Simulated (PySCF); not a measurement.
Ge(Cl)(Me)(OH)2 (CH5ClGeO2), SMILES [CH3][Ge]([OH])([OH])[Cl]. Atoms are numbered in the order given.

```xyz
10

C      1.9898    -0.1708    -0.4765
Ge     0.0886     0.0794    -0.2621
O     -0.8867    -0.9051    -1.3750
O     -0.2712     1.7901    -0.5350
Cl    -0.5772    -0.4978     1.7409
H      2.2410    -0.1061    -1.5450
H      2.5232     0.6166     0.0738
H      2.2809    -1.1560    -0.0878
H     -1.5255    -1.4577    -0.9041
H     -1.2186     1.9701    -0.6064
```
Charge 0, spin multiplicity 1.

The structure is a stationary point at B3LYP-D3(BJ)/def2-SVP. This is a generated structure with no PubChem entry under its InChIKey; it may be hypothetical. One conformer was computed; it need not be the lowest.

Calculation: B3LYP/pcSseg-1 run with PySCF.

GIAO shieldings, no solvent; atoms listed in one row are averaged. δ = σ(ref) − σ: ¹³C against TMS (σ = 181.3 ppm); ⁷³Ge against GeH4 (σ = 1631.8 ppm); ¹⁷O against H2O (σ = 333.8 ppm); ³⁵Cl against HCl (σ = 933.3 ppm); ¹H against TMS (σ = 31.68 ppm), references at their B3LYP-D3(BJ)/def2-TZVP geometries, non-relativistic (without spin–orbit terms, shifts of atoms bonded to Cl or Br come out too high).

| nucleus | atoms | count | δ (ppm) |
|---|---|---|---|
| ¹³C | C1 | 1 | 6.6 |
| ⁷³Ge | Ge2 | 1 | 429.0 |
| ¹⁷O | O3, O4 | 2 | 89.0 |
| ³⁵Cl | Cl5 | 1 | 90.5 |
| ¹H | H10 | 1 | 2.16 |
| ¹H | H9 | 1 | 1.86 |
| ¹H | H6, H7, H8 | 3 | 1.20 |
